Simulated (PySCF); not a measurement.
InH under electron impact: the energy ladder

PBE in PySCF with def2-TZVP on every atom (core potentials on In), for the lowest determinant that a PBE0 search found; no spin–orbit coupling.

```json
{"species": "InH", "state (unpaired electrons)": "singlet (closed shell)", "Re (Å)": "1.872", "ωe (cm⁻¹)": "1395", "energy of the minimum from the neutral (eV)": "0.00", "De (eV)": "2.66", "dissociates to": "In + H"}
{"species": "InH⁺", "state (unpaired electrons)": "doublet (σ ↑)", "Re (Å)": "1.896", "ωe (cm⁻¹)": "940", "energy of the minimum from the neutral (eV)": "7.95", "De (eV)": "0.29", "dissociates to": "In⁺ + H"}
```

Q: Work out the lowest energy to break InH into atoms, from its vibrational ground state.

A: D0 = De − ωe/2 = 2.66 − 0.09 = 2.57 eV (PBE/def2-TZVP).

Q: Work out the ionisation energy of the In atom at this level and the threshold of dissociative ionisation.

A: IE(In) = 7.95 + 0.29 − 2.66 = 5.58 eV, so In⁺ + H + e⁻ appears at D0 + IE(In) = 8.15 eV (PBE/def2-TZVP). The measured IE(In) is 5.786 eV (NIST ASD).

These are thermodynamic thresholds; the onsets seen under electron impact lie higher where the geometry changes, and cross-sections peak well above them.

Weak bonds: InH⁺. Basis-set superposition, not corrected here, can be much of De in a small basis, most of all at correlated wavefunction levels. Functionals without a dispersion term scatter widely for such bonds, and LDA overbinds them. Spin–orbit coupling is left out, which matters for elements this heavy, above all for dissociation energies. For an ion De counts to the pair picked by the measured ionisation energies or electron affinities, which need not be the lowest pair at this level. States were picked by a PBE0 search and need not be the measured ground states.
